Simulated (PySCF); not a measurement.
Species: C₅H₁₀O₂Si.
Numbering: `[CH2:1]=[CH:2][CH2:3][Si:4]([OH:5])([OH:6])[CH:7]=[CH2:8]` (hydrogens: H9, H10 on C1; H11 on C2; H12, H13 on C3; H14 on O5; H15 on O6; H16 on C7; H17, H18 on C8)

Cartesian coordinates in Å at the PBE0-D3(BJ)/def2-SVP level; atoms count from 1:
```xyz
18
C5H10O2Si angstrom
C      2.9767    0.3055   -0.0691
C      2.1731   -0.7387    0.1515
C      1.0065   -1.1351   -0.6916
Si    -0.6156   -0.7231    0.1538
O     -0.5978   -1.5933    1.5667
O     -1.9486   -1.2385   -0.7094
C     -0.7704    1.1128    0.4495
C     -1.9059    1.7880    0.2333
H      2.8523    0.9489   -0.9467
H      3.7917    0.5511    0.6165
H      2.3357   -1.3480    1.0489
H      1.0344   -0.6260   -1.6701
H      1.0033   -2.2224   -0.8816
H     -1.3557   -1.4707    2.1458
H     -2.1234   -0.7911   -1.5417
H      0.1024    1.6644    0.8226
H     -1.9971    2.8651    0.4152
H     -2.8073    1.2834   -0.1350
```

Computed with PySCF at B3LYP/def2-SVPD, non-relativistic, on one gas-phase PBE0-D3(BJ)/def2-SVP geometry that isn't relaxed in the solvent. The solvent is an IEF-PCM continuum (van der Waals radii × 1.2). Specific hydrogen bonds and non-electrostatic terms are outside this model.

Gas phase at B3LYP/def2-SVPD: HOMO -6.84 eV, LUMO -0.92 eV, dipole 1.99 D.

Problem. What does the continuum do to the energy, the frontier levels and the dipole at B3LYP/def2-SVPD in tetrahydrofuran?

Solution. 
| solvent | ε | E(solvent) − E(gas) (kcal/mol) | polarisation term (kcal/mol) | distortion of the solute (kcal/mol) | HOMO (eV) | LUMO (eV) | dipole (D) |
| --- | --- | --- | --- | --- | --- | --- | --- |
| tetrahydrofuran | 7.426 | -6.69 | -7.36 | 0.67 | -6.81 | -0.80 | 2.60 |

The first energy column is the sum of the next two and covers electrostatics alone.

Problem. Which radius a makes the point-dipole formula ΔE = −[(ε − 1)/(2ε + 1)]·μ²/a³ give the value in tetrahydrofuran, with the gas-phase dipole?

Solution. μ = 0.785 au and |ΔE| = 0.01066 Eh give a = 1.51 Å; the farthest nucleus lies 3.71 Å from the centroid of the nuclei, so such a sphere wouldn't even hold the nuclei. The formula assumes a rigid point dipole at the centre of a sphere.

Problem. Give the dipole vector in the frame of the coordinates (D, pointing from negative to positive charge), gas and tetrahydrofuran.

Solution. Gas (-0.82, 1.66, -0.74), solvent (-1.10, 2.11, -1.04). Its length changes by +30 % and its direction by 2°.

Problem. How does the static polarisability (B3LYP/def2-SVPD, frozen core, with the continuum's full static response) change?

Solution. 
| medium | isotropic (au) | principal values (au) | ⟨r²⟩ of the electrons (bohr²) |
| --- | --- | --- | --- |
| gas | 94.4 | 77.1, 95.7, 110.3 | 1317.9 |
| tetrahydrofuran | 120.4 | 99.1, 124.0, 138.1 | 1317.7 |

The isotropic value in tetrahydrofuran is 1.28 times the gas-phase one; no cavity-field correction is applied. ⟨r²⟩ is taken about the centre of nuclear charge.

On one thread, Arm Neoverse V1 (aarch64), shared host with 64 logical CPUs at a one-minute load of 23, this took 46 s of wall time and 1.1 GiB of memory at its peak. This is the whole response run at B3LYP/def2-SVPD in tetrahydrofuran, SCF included.
